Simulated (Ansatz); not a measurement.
Consider the cleavage of the Si–Si bond: `C[SiH](O)[Si](O)(F)F` + `N[SiH](O)F` → `C[Si@H](O)N[Si@@H](O)F` + `O[SiH](F)F`.

Calculated with Ansatz (gas phase, PBE0-D4/def2-TZVP geometries, no zero-point term in ΔE). CBS: MP2 limit from def2 TZ/QZ plus the TZ coupled-cluster correction, frozen cores. This one scheme is used for every species. DFT in def2-TZVPP. B3LYP here is the variant with VWN-RPA as its local correlation; programs differ in this. One conformer a species, not always the lowest.

| level | ΔE (kJ/mol) | difference from CCSD(T)/CBS |
| --- | --- | --- |
| PBE-D4 | -76.0 | 25.5 |
| r2SCAN-D4 | -95.1 | 6.4 |
| PBE0-D4 | -85.3 | 16.2 |
| B3LYP-D4 | -93.1 | 8.4 |
| ωB97X-V | -95.0 | 6.5 |
| ωB97M-V | -103.0 | -1.5 |
| B2PLYP | -99.4 | 2.1 |
| PBE | -74.3 | 27.2 |
| r2SCAN | -94.6 | 6.9 |
| PBE0 | -83.9 | 17.6 |
| B3LYP | -90.4 | 11.1 |
| HF/def2-TZVPP | -111.0 | -9.5 |
| MP2/def2-TZVPP | -111.2 | -9.7 |
| SCS-MP2/def2-TZVPP | -110.0 | -8.5 |
| CCSD/def2-TZVPP | -104.8 | -3.3 |
| CCSD(T)/def2-TZVPP | -104.1 | -2.6 |
| HF/def2-QZVPP | -112.2 | -10.7 |
| MP2/def2-QZVPP | -110.1 | -8.6 |
| SCS-MP2/def2-QZVPP | -108.9 | -7.4 |
| HF/CBS(def2) | -112.4 | -10.9 |
| MP2/CBS(def2) | -108.7 | -7.2 |
| CCSD/CBS(def2) | -102.3 | -0.8 |
| CCSD(T)/CBS | -101.5 | 0 |

Largest T1 diagnostic among the species: 0.012.

From PBE to PBE0 (25 % exact exchange), in def2-TZVPP and without D4, ΔE moves by −9.6 kJ/mol.
